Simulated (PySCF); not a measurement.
**Ti⁺: interval between two levels**

Ti⁺ [Ar] 3d2 4s1 [4F9/2, M_J = 9/2] → Ti⁺ [Ar] 3d2 4p1 [4G11/2, M_J = 11/2], as a difference of total energies. Computed with PySCF 2.14 in x2c-SVPall-2c with one added diffuse shell each of s, d type (6s5p4d1f, 48 functions), with the two-component X2C-1e Hamiltonian. Correlated levels: [Ne] frozen; the 6 highest virtual spinors dropped. "Screened" scales the spin-orbit matrix elements by Boettger's factors to mimic the two-electron term; Breit and QED terms are absent.

```json
{"method": "GHF (spin-free)", "interval between two levels (cm⁻¹)": "30336"}
{"method": "GMP2 (spin-free)", "interval between two levels (cm⁻¹)": "30385"}
{"method": "GHF (screened spin-orbit)", "interval between two levels (cm⁻¹)": "30494"}
{"method": "GMP2 (screened spin-orbit)", "interval between two levels (cm⁻¹)": "30545"}
```

Errors of the correlated levels include the incompleteness of this basis and the frozen core.

The labels give the starting determinants; with spin-orbit coupling the two ends relaxed to ⟨J²⟩ = 24.75, ⟨L²⟩ = 12.00, ⟨S²⟩ = 3.75 and ⟨J²⟩ = 35.76, ⟨L²⟩ = 20.01, ⟨S²⟩ = 3.75.

For comparison: 29847 cm⁻¹ (measured; NIST Handbook of Basic Atomic Spectroscopic Data (Sansonetti and Martin, J. Phys. Chem. Ref. Data 34, 1559 (2005))).
